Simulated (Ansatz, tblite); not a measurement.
Cost and result up the ladder for the cluster Au₂F₂⁻ (4 atoms). Total charge -1; doublet. Geometry: r2SCAN-D4/def2-TZVPD.

| atom | x (Å) | y (Å) | z (Å) |
| --- | --- | --- | --- |
| Au1 | -0.012 | -0.585 | 1.099 |
| Au2 | 0.014 | 0.584 | -1.100 |
| F3 | 0.125 | -0.831 | 3.093 |
| F4 | -0.127 | 0.832 | -3.093 |

Ansatz on 4 threads of Intel Xeon on a shared host; xTB runs through tblite on one thread. Times are rough, summed over both states, and most runs start from the orbitals of an earlier one. ωB97M-V/def2-TZVPD serves as the yardstick here, not as an exact answer. Differences are given only for rows in sets of like size (and for xTB, whose basis is part of the method), since another set adds its own error. The other state is a quartet at its own geometry.

In the def2 sets Au takes a core potential; there is no spin–orbit coupling. The xTB rows come from tblite. LC-ωPBE has ω = 0.4 bohr⁻¹. Correlated methods freeze 2 core orbitals; core or outer-core shells of Au are correlated, in sets that lack core-valence functions. The rows differ in basis, and correlated rows in double-zeta sets carry the largest basis error. In CCSD on the charge -1 doublet the largest single amplitude is 0.43, so its Hartree–Fock determinant may place the open shell otherwise than the density functionals do. The structure comes from a short search, and lower isomers may exist.

Correlated methods converge slowly with the basis, most of all in double-zeta sets.

xTB has no spin-polarisation term.

| level | functions | wall time | quartet − doublet (eV) | difference from ωB97M-V/def2-TZVPD (eV) |
| --- | --- | --- | --- | --- |
| GFN1-xTB | 26 | 0.021 s | 2.92 | -0.20 |
| GFN2-xTB | 26 | 0.024 s | 4.32 | 1.20 |
| PBE-D4/def2-TZVPD | 166 | 25 s | 2.92 | -0.20 |
| MP2/def2-TZVPD | 166 | 25 s | 3.19 | 0.07 |
| RPA@PBE/def2-TZVPD | 166 | 34 s | 2.78 | -0.35 |
| PBE0-D4/def2-TZVPD (with forces) | 166 | 39 s | 2.88 | -0.24 |
| r2SCAN-D4/def2-TZVPD | 166 | 42 s | 2.77 | -0.35 |
| HF/def2-TZVPD | 166 | 43 s | 2.34 | -0.79 |
| r2SCANh-D4/def2-TZVPD | 166 | 45 s | 2.76 | -0.37 |
| LC-ωPBE/def2-TZVPD | 166 | 52 s | 3.05 | -0.07 |
| ωB97X-V/def2-TZVPD | 166 | 77 s | 3.15 | 0.03 |
| ωB97M-V/def2-TZVPD | 166 | 97 s | 3.12 | 0.00 |
| CCSD(T)/def2-SVPD | 116 | 9.4 min | 2.90 | – |
